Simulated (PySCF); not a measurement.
CH5S, SMILES C[SH2+], charge +1. Atoms are numbered in the order given.

```xyz
7

C     -1.2002    -0.0293     0.0000
S      0.6207     0.1112     0.0000
H     -1.5395     0.4936     0.8923
H     -1.5395     0.4936    -0.8923
H     -1.5023    -1.0718     0.0000
H      0.9256    -0.7596     0.9898
H      0.9256    -0.7596    -0.9898
```
Charge +1, spin multiplicity 1.

Geometry optimised at B3LYP-D3(BJ)/def2-TZVP. The isomer is the one that the SMILES or the coordinates give; other isomers of the formula were not compared.

All values below come from CAM-B3LYP/def2-TZVPD in PySCF.

Symmetry labels are those of the subgroup Cs that the program uses (full group Cs).

Problem. List the valence orbital energies around the gap with their symmetry. (The exact figures need the calculation; the answer reports its results.)

Solution. 
```json
[
 {"orbital": "HOMO−7", "symmetry": "A'", "energy (eV)": "-171.19"},
 {"orbital": "HOMO−6", "symmetry": "A'", "energy (eV)": "-31.66"},
 {"orbital": "HOMO−5", "symmetry": "A'", "energy (eV)": "-27.03"},
 {"orbital": "HOMO−4", "symmetry": "A\"", "energy (eV)": "-21.90"},
 {"orbital": "HOMO−3", "symmetry": "A'", "energy (eV)": "-20.86"},
 {"orbital": "HOMO−2", "symmetry": "A'", "energy (eV)": "-19.44"},
 {"orbital": "HOMO−1", "symmetry": "A\"", "energy (eV)": "-19.15"},
 {"orbital": "HOMO", "symmetry": "A'", "energy (eV)": "-17.69"},
 {"orbital": "LUMO", "symmetry": "A'", "energy (eV)": "-5.26"},
 {"orbital": "LUMO+1", "symmetry": "A\"", "energy (eV)": "-5.09"},
 {"orbital": "LUMO+2", "symmetry": "A'", "energy (eV)": "-4.53"},
 {"orbital": "LUMO+3", "symmetry": "A'", "energy (eV)": "-2.80"}
]
```
